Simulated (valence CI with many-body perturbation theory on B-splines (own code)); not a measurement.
Pm XXXI: electric-dipole lines

Calculated by relativistic CI+MBPT: three valence electrons over a frozen Dirac-Fock core [Ar] 3d10, a basis of 11 s, 11 p, 9 d, 7 f, 5 g, 2 h, 1 i functions for each j, with the one-electron correlation potential Σ1 (screened to all orders), the two-electron term Σ2, the three-electron term Σ3, Breit, model QED; selected single and double excitations, second order for the rest (own B-spline code, finite nucleus).

The last digits are not significant, and no measured levels were compared; by estimate large intervals hold to a few tenths of a per cent, small ones and those within an open d or f shell to about a per cent.

Lines 1 to 50 of 274 in falling wavelength, among levels below 349.48 eV, chosen from the strongest by gf and those to the six lowest levels. Wavelengths and rates use the calculated energies. Electric multipoles are in the length gauge, E1 and E2 with the static RPA response of the core. Weak lines are less certain than strong ones. Lines between different terms over intervals too small for the method are left out, as are lines whose strength nearly cancels. The highest levels of a list are the least certain.

Levels are named by their leading jj configuration (3d3/2^4 stands for four electrons in 3d with j = 3/2), which in mixed levels can hold well under half, so a name can repeat and another be missing. Letters in brackets count levels of one name in rising energy.

```tsv
λ vac (nm)	Upper	Lower	A (s⁻¹)	S (a.u.)
40.31	(4s 4p1/2^2) J=1/2	(4s^2 4p3/2) J=3/2	3.97e+07	2.57e-03
22.93	(4p1/2 4p3/2 4d3/2) J=7/2	(4s 4p3/2 4d3/2) J=5/2 [b]	3.59e+09	1.71e-01
22.44	(4p1/2 4p3/2 4d5/2) J=7/2 [b]	(4s 4p3/2 4d5/2) J=5/2 [b]	3.94e+09	1.76e-01
22.14	(4s 4p1/2 4f7/2) J=9/2	(4s^2 4f7/2) J=7/2	3.41e+09	1.83e-01
21.83	(4s 4p1/2 4p3/2) J=3/2 [a]	(4s^2 4p3/2) J=3/2	8.57e+08	1.76e-02
21.47	(4s 4p1/2 4d5/2) J=7/2	(4s^2 4d5/2) J=5/2	3.84e+09	1.50e-01
21.44	(4p1/2 4p3/2^2) J=5/2	(4s 4p3/2^2) J=3/2	6.18e+09	1.80e-01
20.65	(4p1/2 4p3/2 4d5/2) J=9/2	(4s 4p3/2 4d5/2) J=7/2 [b]	2.83e+09	1.23e-01
20.22	(4p1/2 4p3/2 4d5/2) J=9/2	(4s 4p3/2 4d5/2) J=7/2 [a]	5.48e+09	2.24e-01
19.81	(4s 4p1/2 4p3/2) J=5/2	(4s^2 4p3/2) J=3/2	6.05e+09	1.39e-01
19.39	(4p1/2 4p3/2 4d5/2) J=3/2 [b]	(4s 4p3/2 4d5/2) J=3/2	7.16e+09	1.03e-01
19.38	(4p1/2^2 4p3/2) J=3/2	(4s 4p1/2 4p3/2) J=1/2	7.30e+09	1.05e-01
19.07	(4p1/2 4p3/2 4d3/2) J=5/2	(4s 4p3/2 4d3/2) J=5/2 [a]	7.07e+09	1.45e-01
19.06	(4p1/2^2 4d5/2) J=5/2	(4s 4p1/2 4d5/2) J=5/2 [b]	7.65e+09	1.57e-01
19.01	(4s 4p1/2^2) J=1/2	(4s^2 4p1/2) J=1/2	1.03e+10	6.97e-02
18.84	(4p1/2 4p3/2 4d5/2) J=7/2 [b]	(4s 4p3/2 4d5/2) J=7/2 [b]	5.57e+09	1.47e-01
18.67	(4p1/2 4p3/2 4d3/2) J=7/2	(4s 4p3/2 4d3/2) J=7/2	6.18e+09	1.59e-01
18.44	(4p1/2^2 4p3/2) J=3/2	(4s 4p1/2 4p3/2) J=3/2 [b]	8.35e+09	1.03e-01
18.20	(4p1/2 4p3/2 4d5/2) J=5/2 [c]	(4s 4p3/2 4d5/2) J=7/2 [b]	9.73e+09	1.74e-01
18.10	(4p1/2 4p3/2^2) J=1/2	(4s 4p3/2^2) J=1/2	2.26e+10	1.33e-01
17.98	(4p1/2 4p3/2 4d5/2) J=3/2 [a]	(4s 4p3/2 4d5/2) J=5/2 [a]	1.11e+10	1.27e-01
17.37	(4s 4p1/2 4p3/2) J=3/2 [b]	(4s^2 4p3/2) J=3/2	6.21e+09	6.43e-02
17.22	(4p1/2 4p3/2^2) J=5/2	(4s 4p3/2^2) J=5/2	8.46e+09	1.28e-01
17.20	(4p1/2 4p3/2 4d5/2) J=5/2 [b]	(4s 4p3/2 4d5/2) J=5/2 [a]	7.34e+09	1.11e-01
17.09	(4p1/2^2 4d3/2) J=3/2	(4s 4p1/2 4d3/2) J=5/2	1.54e+10	1.51e-01
16.84	(4p1/2 4p3/2 4d5/2) J=7/2 [a]	(4s 4p3/2 4d5/2) J=9/2	2.30e+10	4.34e-01
16.80	(4p1/2 4p3/2^2) J=3/2	(4s 4p3/2^2) J=5/2	1.42e+10	1.33e-01
16.71	(4p1/2^2 4d5/2) J=5/2	(4s 4p1/2 4d5/2) J=7/2	2.97e+10	4.10e-01
16.61	(4s 4p1/2 4p3/2) J=1/2	(4s^2 4p3/2) J=3/2	1.15e+10	5.21e-02
16.58	(4p1/2^2 4d5/2) J=5/2	(4s 4p1/2 4d5/2) J=5/2 [a]	8.32e+09	1.12e-01
16.57	(4p1/2 4p3/2 4d5/2) J=9/2	(4s 4p3/2 4d3/2) J=7/2	4.29e+09	9.63e-02
16.46	(4p1/2^2 4d5/2) J=5/2	(4s 4p1/2 4d3/2) J=3/2 [b]	7.98e+09	1.05e-01
16.31	(4p1/2^2 4p3/2) J=3/2	(4s 4p1/2 4p3/2) J=5/2	3.72e+10	3.18e-01
16.29	(4p1/2 4p3/2 4d5/2) J=5/2 [a]	(4s 4p3/2 4d3/2) J=7/2	1.68e+10	2.15e-01
16.17	(4p1/2 4p3/2 4d5/2) J=9/2	(4s 4p3/2 4d5/2) J=9/2	1.78e+10	3.71e-01
15.73	(4p1/2^2 4d3/2) J=3/2	(4p1/2 4p3/2^2) J=5/2	1.55e+10	1.19e-01
15.68	(4p1/2 4p3/2 4d5/2) J=5/2 [b]	(4s 4p3/2 4d3/2) J=7/2	9.28e+09	1.06e-01
15.39	(4p1/2 4p3/2 4d3/2) J=3/2 [b]	(4s 4p3/2 4d3/2) J=5/2 [a]	1.50e+10	1.08e-01
15.15	(4p1/2^2 4p3/2) J=3/2	(4s 4p1/2 4p3/2) J=3/2 [a]	1.09e+10	7.46e-02
13.59	(4s 4p1/2 4p3/2) J=3/2 [a]	(4s^2 4p1/2) J=1/2	3.79e+08	1.88e-03
13.49	(4p3/2^2 4d5/2) J=9/2	(4s 4p3/2 4d5/2) J=7/2 [b]	3.43e+10	4.15e-01
13.30	(4p3/2^2 4d5/2) J=9/2	(4s 4p3/2 4d5/2) J=7/2 [a]	6.11e+09	7.10e-02
13.21	(4s 4p1/2 4d3/2) J=3/2 [a]	(4s 4p1/2 4p3/2) J=3/2 [b]	5.77e+08	2.63e-03
13.14	(4s 4p3/2^2) J=5/2	(4s^2 4p3/2) J=3/2	1.18e+10	7.90e-02
13.05	(4p1/2 4p3/2^2) J=5/2	(4s 4p1/2 4p3/2) J=3/2 [b]	8.31e+09	5.47e-02
13.04	(4p3/2^3) J=3/2	(4s 4p3/2^2) J=3/2	3.46e+10	1.51e-01
12.81	(4p1/2 4p3/2^2) J=3/2	(4s 4p1/2 4p3/2) J=3/2 [b]	1.27e+10	5.28e-02
12.75	(4p1/2 4p3/2 4d5/2) J=5/2 [c]	(4s 4p1/2 4d5/2) J=3/2	2.73e+10	1.68e-01
12.70	(4s 4p3/2 4d3/2) J=3/2 [b]	(4s^2 4d3/2) J=3/2	2.90e+10	1.17e-01
12.62	(4p3/2^2 4d5/2) J=7/2	(4s 4p3/2 4d5/2) J=5/2 [a]	2.43e+10	1.93e-01
```
